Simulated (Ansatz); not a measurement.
PBE exchange is replaced step by step with exact exchange (0 % is PBE, 25 % PBE0; no dispersion term), basis def2-TZVP, Ansatz. System: Na2Te (the lowest singlet isomer of a short search). Total charge 0; singlet. Geometry: r2SCAN-D4/def2-TZVP, each spin state at its own.

The relaxed triplet has other bonds than the singlet, so its gap is one between isomers. The relaxed quintet has other bonds than the singlet, so its gap is one between isomers.

Geometry of the singlet:

```xyz
3

Na    1.0047    1.9312   -0.5250
Na   -1.8382   -1.1751    0.5045
Te    0.8335   -0.7561    0.0205
```

In the def2 sets Te takes a core potential; there is no spin–orbit coupling. In the quintet geometry the species has come apart into loosely held pieces. The structure comes from a short search, and lower isomers may exist.

```csv
exact exchange (%),HOMO (eV),LUMO (eV),gap (eV),triplet − singlet (kJ/mol),quintet − singlet (kJ/mol)
0,-3.27,-1.94,1.33,123.2,400.4
5,-3.42,-1.83,1.59,122.1,398.5
15,-3.71,-1.61,2.10,120.1,395.3
25,-4.01,-1.41,2.60,118.3,392.7
35,-4.32,-1.21,3.11,116.7,390.8
50,-4.79,-0.92,3.86,114.7,388.9
```

(1) Estimate the row for 10 %.

Results:

(1) 
| exact exchange (%) | HOMO (eV) | LUMO (eV) | gap (eV) | triplet − singlet (kJ/mol) | quintet − singlet (kJ/mol) |
| --- | --- | --- | --- | --- | --- |
| 10 | -3.56 | -1.72 | 1.84 | 121.1 | 396.8 |
